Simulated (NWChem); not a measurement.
CH7NOSi; SMILES NC[SiH2]O

```xyz
11

N      0.1210     2.1922     0.0120
C     -0.6986     0.9806     0.0294
Si     0.3710    -0.5784     0.0139
O     -0.4471    -2.0333     0.0979
H      0.7367     2.2260     0.8229
H      0.7252     2.2128    -0.8082
H     -1.3911     1.0017    -0.8303
H     -1.3495     0.9955     0.9203
H      1.2598    -0.5426     1.2121
H      1.2252    -0.5085    -1.2211
H     -0.9252    -2.3102    -0.6884
```
Atoms are numbered in this order, from 1.

The geometry was optimised at PBE0/def2-SVP.

 Unshifted, non-relativistic core excitations; the lowest 4 roots alone, so stronger bands may lie above.

Q: List the first Si K-edge excitations from BHandHLYP/6-311G** (spherical d), restricted-window TDA (NWChem).

A: 
```
state  energy (eV)  dipole oscillator strength           leading excitation (squared amplitude)
-----  -----------  --------------------------  -----------------------------------------------
S1          1823.7                      0.0043    1s of atom 3 or its equivalents → LUMO (0.81)
S2          1825.0                      0.0035  1s of atom 3 or its equivalents → LUMO+1 (0.60)
S3          1825.4                      0.0067  1s of atom 3 or its equivalents → LUMO+5 (0.68)
S4          1825.7                      0.0006  1s of atom 3 or its equivalents → LUMO+4 (0.30)
```
